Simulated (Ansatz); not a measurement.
Reaction (cleavage of the B–Ge bond): `O[B](F)[GeH3]` + `CNC` → `CN(C)B(O)F` + GeH₄

Isolated molecules relaxed with PBE0-D4/def2-TZVP in Ansatz; ΔE leaves out vibrations. CCSD(T)/CBS adds triple-zeta CCSD(T) − MP2 to the extrapolated MP2 energy (def2 sets, frozen cores). For Ge outer-core shells are correlated without core-valence functions, which leaves a few kJ/mol of doubt a bond. Scalar relativity is left out up to krypton. Each species was taken in one conformer, which may not be the lowest.

| species | CCSD(T)/CBS(def2) energy (Eh) |
| --- | --- |
| `O[B](F)[GeH3]` | -2278.38102 |
| `CNC` | -135.00321 |
| `CN(C)B(O)F` | -334.93232 |
| GeH₄ | -2078.49493 |

(1) Work out ΔE.

(2) What do rigid-rotor, harmonic-oscillator terms from PBE0-D4/def2-TZVP frequencies (298.15 K, 1 bar) make of the CCSD(T)/CBS value? (Estimate.)

Largest T1 diagnostic among the species: 0.013.

## Answers

(1) ΔE = (-334.93232) + (-2078.49493) − (-2278.38102) − (-135.00321) = -0.04302 Eh = -112.9 kJ/mol.

(2) The calculation gave: ΔZPE = -7.5 kJ/mol, ΔH = -119.9 kJ/mol, ΔS = -32 J/(mol·K), ΔG = -110.3 kJ/mol.

From r2SCAN to r2SCAN0 (25 % exact exchange), in def2-TZVPP and without D4, ΔE moves by −3.7 kJ/mol. The D4 term adds −5.0 kJ/mol with B3LYP and −2.8 kJ/mol with PBE0; it sums over pairs of atoms, weighted by their polarisabilities, and B3LYP, whose exchange is more repulsive, gets the larger term. In def2-TZVPP, CCSD(T) changes the Hartree–Fock value by +8.8 kJ/mol (the triples alone add +0.9 kJ/mol) and MP2 by +6.0 kJ/mol.

B3LYP here is the variant with VWN-RPA as its local correlation; programs differ in this.
